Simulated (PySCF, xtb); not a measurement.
GeH3O3, SMILES [OH][Ge]([OH])[OH] (connectivity only; charge and spin as stated), charge +1, multiplicity 1. Other conformers were not sampled.

Harmonic wavenumbers (cm⁻¹) from GFN2-xTB in xtb at its own minimum, in rising order: 166, 195, 209, 276, 366, 396, 624, 656, 720, 755, 778, 798, 3373, 3411, 3453.

Question: What does ωB97X-D3(BJ)/def2-SVP (PySCF) give at its own minimum? (An estimate is asked for; the answer gives what the named calculation found.)

Answer: 219, 224, 231, 295, 374, 420, 761, 773, 818, 902, 908, 939, 3809, 3822, 3837. Paired by order, the mean absolute difference is 144 cm⁻¹ and the zero-point energies are 23.1 and 26.2 kcal/mol.
